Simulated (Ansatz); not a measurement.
Calculation: Ansatz (a program for electronic structure) with B3LYP-D3(BJ)/def2-TZVP. No frequencies were computed at this level.

Ansatz 0.2 input:
```yaml
crystal:
  periodic: [false, false, false]
  atoms:
    - { symbol: B, position_ang: [1.011747, 0.282936, -0.112131] }
    - { symbol: C, position_ang: [-0.351635, -0.476931, -0.050362] }
    - { symbol: O, position_ang: [-1.556038, 0.274332, 0.040479] }
    - { symbol: H, position_ang: [1.065476, 1.44163, 0.036041] }
    - { symbol: H, position_ang: [1.984705, -0.341335, -0.270913] }
    - { symbol: H, position_ang: [-0.302621, -1.162286, 0.817784] }
    - { symbol: H, position_ang: [-0.486467, -1.140857, -0.912498] }
    - { symbol: H, position_ang: [-1.365166, 1.12251, 0.451599] }
basis:
  gaussian: { orbitals: def2-tzvp }
hamiltonian:
  xc: b3lyp
  dispersion: d3bj
relax:
  max_steps: 150
```

Output:

```
Functional definition: B3LYP
720 factors; their error is unknown
mean field evaluation 1: about -3836.7766 eV, gradient 5.4e1 eV
mean field evaluation 2: about -3831.5500 eV, gradient 7.6e1 eV
mean field evaluation 4: about -3842.5772 eV, gradient 3.7e0 eV
mean field evaluation 8: about -3842.6029 eV, gradient 2.3e-2 eV
mean field evaluation 16: about -3842.5923 eV, gradient 1.2e-5 eV
mean field -3842.59227670 eV, -141.2126615662 hartree, gradient 1.2e-5 eV, S^2 0.000000; 0 other end points of the search recorded, 0 dependent functions left out
reference -3842.59251177 eV, -141.2126702048 hartree; 12, 12 occupied and 111, 111 virtual orbitals, 720 factors
relax step   1: F+E_penalty+E_count = -3842.76164188 eV  Δ(F+E_penalty+E_count) = +0.000e0 eV  max|allowed force component| = 8.759e-1 eV/Å  Δτ_max = 0.0000 Å  (26 SCF iters, accepted)
these checks for a lower state are left out or cut short: starts, cluster_reference, orbital_swaps, neighbouring_geometries, increment
720 factors; their error is unknown
mean field -3842.61824060 eV, -141.2136157220 hartree, gradient 8.1e-6 eV, S^2 0.000000; 0 other end points of the search recorded, 0 dependent functions left out
reference -3842.61847593 eV, -141.2136243702 hartree; 12, 12 occupied and 111, 111 virtual orbitals, 720 factors
relax step   2: F+E_penalty+E_count = -3842.78758785 eV  Δ(F+E_penalty+E_count) = -2.595e-2 eV  max|allowed force component| = 3.460e-1 eV/Å  Δτ_max = 0.0229 Å  (31 SCF iters, accepted)
these checks for a lower state are left out or cut short: starts, cluster_reference, orbital_swaps, neighbouring_geometries, increment
720 factors; their error is unknown
mean field -3842.62068044 eV, -141.2137053841 hartree, gradient 7.6e-6 eV, S^2 0.000000; 0 other end points of the search recorded, 0 dependent functions left out
reference -3842.62091563 eV, -141.2137140274 hartree; 12, 12 occupied and 111, 111 virtual orbitals, 720 factors
relax step   3: F+E_penalty+E_count = -3842.79009501 eV  Δ(F+E_penalty+E_count) = -2.507e-3 eV  max|allowed force component| = 1.377e-1 eV/Å  Δτ_max = 0.0163 Å  (31 SCF iters, accepted)
these checks for a lower state are left out or cut short: starts, cluster_reference, orbital_swaps, neighbouring_geometries, increment
720 factors; their error is unknown
mean field evaluation 32: about -3842.6318 eV, gradient 8.3e-1 eV
mean field -3842.62165275 eV, -141.2137411160 hartree, gradient 2.7e-5 eV, S^2 0.000000; 0 other end points of the search recorded, 0 dependent functions left out
reference -3842.62188794 eV, -141.2137497590 hartree; 12, 12 occupied and 111, 111 virtual orbitals, 720 factors
relax step   4: F+E_penalty+E_count = -3842.79109986 eV  Δ(F+E_penalty+E_count) = -1.005e-3 eV  max|allowed force component| = 5.184e-2 eV/Å  Δτ_max = 0.0106 Å  (31 SCF iters, accepted)
these checks for a lower state are left out or cut short: starts, cluster_reference, orbital_swaps, neighbouring_geometries, increment
720 factors; their error is unknown
mean field -3842.62192458 eV, -141.2137511057 hartree, gradient 2.7e-5 eV, S^2 0.000000; 0 other end points of the search recorded, 0 dependent functions left out
reference -3842.62215973 eV, -141.2137597474 hartree; 12, 12 occupied and 111, 111 virtual orbitals, 720 factors
relax step   5: F+E_penalty+E_count = -3842.79138200 eV  Δ(F+E_penalty+E_count) = -2.821e-4 eV  max|allowed force component| = 2.217e-2 eV/Å  Δτ_max = 0.0048 Å  (31 SCF iters, accepted)
these checks for a lower state are left out or cut short: starts, cluster_reference, orbital_swaps, neighbouring_geometries, increment
720 factors; their error is unknown
mean field -3842.62241697 eV, -141.2137692006 hartree, gradient 2.6e-5 eV, S^2 0.000000; 0 other end points of the search recorded, 0 dependent functions left out
reference -3842.62265197 eV, -141.2137778366 hartree; 12, 12 occupied and 111, 111 virtual orbitals, 720 factors
relax step   6: F+E_penalty+E_count = -3842.79193180 eV  Δ(F+E_penalty+E_count) = -5.498e-4 eV  max|allowed force component| = 6.055e-2 eV/Å  Δτ_max = 0.0237 Å  (30 SCF iters, accepted)
these checks for a lower state are left out or cut short: starts, cluster_reference, orbital_swaps, neighbouring_geometries, increment
720 factors; their error is unknown
mean field -3842.62156805 eV, -141.2137380034 hartree, gradient 2.6e-5 eV, S^2 0.000000; 0 other end points of the search recorded, 0 dependent functions left out
reference -3842.62180274 eV, -141.2137466282 hartree; 12, 12 occupied and 111, 111 virtual orbitals, 720 factors
relax step   7: F+E_penalty+E_count = -3842.79124508 eV  Δ(F+E_penalty+E_count) = +6.867e-4 eV  max|allowed force component| = 1.850e-1 eV/Å  Δτ_max = 0.0429 Å  (29 SCF iters, rejected (line search))
these checks for a lower state are left out or cut short: starts, cluster_reference, orbital_swaps, neighbouring_geometries, increment
720 factors; their error is unknown
mean field evaluation 64: about -3842.6228 eV, gradient 6.0e-3 eV
mean field -3842.62278802 eV, -141.2137828366 hartree, gradient 2.6e-5 eV, S^2 0.000000; 0 other end points of the search recorded, 0 dependent functions left out
reference -3842.62302292 eV, -141.2137914687 hartree; 12, 12 occupied and 111, 111 virtual orbitals, 720 factors
relax step   8: F+E_penalty+E_count = -3842.79235072 eV  Δ(F+E_penalty+E_count) = -4.189e-4 eV  max|allowed force component| = 2.927e-2 eV/Å  Δτ_max = 0.0213 Å  (30 SCF iters, accepted)
these checks for a lower state are left out or cut short: starts, cluster_reference, orbital_swaps, neighbouring_geometries, increment
720 factors; their error is unknown
mean field -3842.61858726 eV, -141.2136284613 hartree, gradient 7.8e-6 eV, S^2 0.000000; 0 other end points of the search recorded, 0 dependent functions left out
reference -3842.61882248 eV, -141.2136371057 hartree; 12, 12 occupied and 111, 111 virtual orbitals, 720 factors
relax step   9: F+E_penalty+E_count = -3842.78806460 eV  Δ(F+E_penalty+E_count) = +4.286e-3 eV  max|allowed force component| = 3.062e-1 eV/Å  Δτ_max = 0.0207 Å  (31 SCF iters, rejected (line search))
these checks for a lower state are left out or cut short: starts, cluster_reference, orbital_swaps, neighbouring_geometries, increment
720 factors; their error is unknown
mean field -3842.62297116 eV, -141.2137895666 hartree, gradient 2.7e-5 eV, S^2 0.000000; 0 other end points of the search recorded, 0 dependent functions left out
reference -3842.62320606 eV, -141.2137981992 hartree; 12, 12 occupied and 111, 111 virtual orbitals, 720 factors
relax step  10: F+E_penalty+E_count = -3842.79254271 eV  Δ(F+E_penalty+E_count) = -1.920e-4 eV  max|allowed force component| = 1.645e-2 eV/Å  Δτ_max = 0.0104 Å  (30 SCF iters, accepted)
these checks for a lower state are left out or cut short: starts, cluster_reference, orbital_swaps, neighbouring_geometries, increment
720 factors; their error is unknown
mean field -3842.61821955 eV, -141.2136149482 hartree, gradient 2.6e-5 eV, S^2 0.000000; 0 other end points of the search recorded, 0 dependent functions left out
reference -3842.61845453 eV, -141.2136235838 hartree; 12, 12 occupied and 111, 111 virtual orbitals, 720 factors
relax step  11: F+E_penalty+E_count = -3842.78789313 eV  Δ(F+E_penalty+E_count) = +4.650e-3 eV  max|allowed force component| = 3.067e-1 eV/Å  Δτ_max = 0.0418 Å  (30 SCF iters, rejected (line search))
these checks for a lower state are left out or cut short: starts, cluster_reference, orbital_swaps, neighbouring_geometries, increment
720 factors; their error is unknown
mean field -3842.62319158 eV, -141.2137976672 hartree, gradient 2.6e-5 eV, S^2 0.000000; 0 other end points of the search recorded, 0 dependent functions left out
reference -3842.62342651 eV, -141.2138063004 hartree; 12, 12 occupied and 111, 111 virtual orbitals, 720 factors
relax step  12: F+E_penalty+E_count = -3842.79280231 eV  Δ(F+E_penalty+E_count) = -2.596e-4 eV  max|allowed force component| = 6.309e-3 eV/Å  Δτ_max = 0.0209 Å  (30 SCF iters, accepted)
these checks for a lower state are left out or cut short: starts, cluster_reference, orbital_swaps, neighbouring_geometries, increment
720 factors; their error is unknown
mean field evaluation 96: about -3842.6348 eV, gradient 1.2e-2 eV
mean field -3842.62328244 eV, -141.2138010061 hartree, gradient 2.6e-5 eV, S^2 0.000000; 0 other end points of the search recorded, 0 dependent functions left out
reference -3842.62351739 eV, -141.2138096404 hartree; 12, 12 occupied and 111, 111 virtual orbitals, 720 factors
relax step  13: F+E_penalty+E_count = -3842.79290937 eV  Δ(F+E_penalty+E_count) = -1.071e-4 eV  max|allowed force component| = 5.647e-2 eV/Å  Δτ_max = 0.0238 Å  (28 SCF iters, accepted)
these checks for a lower state are left out or cut short: starts, cluster_reference, orbital_swaps, neighbouring_geometries, increment
720 factors; their error is unknown
mean field -3842.61324884 eV, -141.2134322782 hartree, gradient 2.5e-5 eV, S^2 0.000000; 0 other end points of the search recorded, 0 dependent functions left out
reference -3842.61348359 eV, -141.2134409051 hartree; 12, 12 occupied and 111, 111 virtual orbitals, 720 factors
relax step  14: F+E_penalty+E_count = -3842.78307909 eV  Δ(F+E_penalty+E_count) = +9.830e-3 eV  max|allowed force component| = 4.224e-1 eV/Å  Δτ_max = 0.0375 Å  (28 SCF iters, rejected (line search))
these checks for a lower state are left out or cut short: starts, cluster_reference, orbital_swaps, neighbouring_geometries, increment
720 factors; their error is unknown
mean field -3842.62334173 eV, -141.2138031850 hartree, gradient 2.7e-5 eV, S^2 0.000000; 0 other end points of the search recorded, 0 dependent functions left out
reference -3842.62357669 eV, -141.2138118197 hartree; 12, 12 occupied and 111, 111 virtual orbitals, 720 factors
relax step  15: F+E_penalty+E_count = -3842.79298453 eV  Δ(F+E_penalty+E_count) = -7.516e-5 eV  max|allowed force component| = 1.989e-3 eV/Å  Δτ_max = 0.0103 Å  (30 SCF iters, accepted)
720 factors; their error is unknown
mean field evaluation 128: about -3842.6347 eV, gradient 1.5e-1 eV
mean field -3842.62334173 eV, -141.2138031850 hartree, gradient 2.7e-5 eV, S^2 0.000000; 1 other end points of the search recorded, 0 dependent functions left out
reference -3842.62357669 eV, -141.2138118197 hartree; 12, 12 occupied and 111, 111 virtual orbitals, 720 factors
Total energy: -3842.79321949 eV, -141.2200460775 hartree
Atom 0 at     0.981801     0.270411    -0.093305 Å, force     0.001669    -0.000120    -0.000136 eV/Å
Atom 1 at    -0.364734    -0.482145    -0.023190 Å, force    -0.001989    -0.000583     0.000108 eV/Å
Atom 2 at    -1.569430     0.259955     0.151570 Å, force    -0.001155     0.000648     0.001206 eV/Å
Atom 3 at     1.044708     1.456480     0.046171 Å, force     0.000097    -0.000115    -0.000338 eV/Å
Atom 4 at     1.981759    -0.352496    -0.272282 Å, force    -0.000038     0.000337     0.000297 eV/Å
Atom 5 at    -0.267609    -1.225243     0.790253 Å, force     0.000664    -0.000838    -0.000057 eV/Å
Atom 6 at    -0.466835    -1.104423    -0.926041 Å, force     0.000809     0.000619    -0.000167 eV/Å
Atom 7 at    -1.339659     1.177460     0.326823 Å, force    -0.000057     0.000052    -0.000913 eV/Å
Dipole moment:     0.254021     0.068621     0.016687 e Å
```

Cost: around 50 core-seconds (rough).
